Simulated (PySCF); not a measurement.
# Cl(2+): ionisation energy

Cl(2+) [Ne] 3s2 3p3 (4S) → Cl(3+) [Ne] 3s2 3p2 (3P), as a difference of total energies. All numbers are calculated (PySCF 2.14, the spin-free X2C one-electron Hamiltonian (Gaussian nucleus), in x2c-TZVPPall). Correlated levels: valence: [Ne] frozen; valence and next inner shell: 1s2 frozen. The calculations carry no spin-orbit coupling.

```
                                method  ionisation energy (eV)
                                   UHF                  38.940
                                   PBE                  39.573
                                  PBE0                  39.651
                                r2SCAN                  39.817
                                  MN15                  39.703
                                   M06                  39.524
                                revPBE                  39.552
                                 B3LYP                  39.532
                                  ROHF                  39.090
                     SCS-MP2 (valence)                  39.388
    MP2 (valence and next inner shell)                  39.613
SCS-MP2 (valence and next inner shell)                  39.410
```

Task: Estimate what MP2 (valence) gives.

Result: 39.588 eV, closest to PBE among the rows shown.

Task: Estimate what LDA gives.

Result: 39.651 eV, closest to PBE0 among the rows shown.

A first-order spin-orbit estimate (lowest level to lowest level, LS coupling) adds -0.104 eV.

Errors of the correlated levels include the incompleteness of this basis and the frozen core.

For comparison: 39.8 ± 0.11 eV (semi-empirical (NIST evaluation); NIST Atomic Spectra Database, ionization energies).
